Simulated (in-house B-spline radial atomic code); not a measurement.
The numbers below are computed, except where a source is named.
**Two electrons in Ge: a spherical dot of radius 22.4 nm with hard walls with an ionised donor at its centre**

For Ge the NSM archive of the Ioffe Institute lists m_l = 1.6 m0, m_t = 0.08 m0 and ε = 16.2; the model takes one isotropic valley with the conductivity mass 3/(1/m_l + 2/m_t) = 0.117 m0, and so misses anisotropy and the other valleys. All triplets below are those of one valley; with several valleys two electrons can form a triplet in the 1s orbital itself, at an energy set by the valley splitting. Real donors also feel a central-cell potential, which shifts the ground state.

Effective-mass model with parabolic bands, a uniform dielectric constant, no image charges, no central-cell or spin-orbit terms. Two-electron levels come from full CI in B-splines with partial waves to l = 5 (up to 0.001 effective hartree above the limit).

(1) What are the effective units, and what is the potential in them?

In these units the lowest s and p orbitals lie at -0.430612 and 0.449720, and their Coulomb and exchange integrals are J_ss = 0.777543, J_sp = 0.593499 and K_sp = 0.1045. Full CI gives -0.166060 for the ground singlet, 0.490457 for the sp triplet, 0.659738 for the sp singlet and 1.128933 for the lowest triplet of two s orbitals.

(2) What does it cost to add the second electron, to first order and exactly?

(3) How far above the singlet do the triplets lie?

## Answers

(1) Ha* = 27211.386 meV × 0.117/16.2² = 12.13 meV and a* = 0.0529177 nm × 16.2/0.117 = 7.327 nm. The radius is R = 3.06 a*, with −1/r added.

(2) To first order E = 2ε_s + J_ss = -0.083682, so the charging energy E(2) − 2E(1) is J_ss = 9.433 meV. CI gives -0.166060 − 2 × (-0.430612) = 0.695165, or 8.433 meV: relaxation and correlation lower it by 0.9993 meV, 10.6 % of J_ss. The s² configuration of one-electron orbitals holds 96.0 % of the state, and the mean radius is 9.49 nm.

(3) To first order the sp triplet lies at ε_s + ε_p + J_sp − K_sp = 0.508155, which is 7.18 meV above 2ε_s + J_ss. CI gives 0.490457 − (-0.166060) = 0.656516, or 7.964 meV, 75 % of the orbital spacing of 10.68 meV. The ss triplet lies 15.71 meV up, so the lower of the two is the sp one, and its gap equals k_BT at 92.4 K. The sp singlet-triplet splitting is 2.054 meV, against 2K_sp = 2.534 meV.
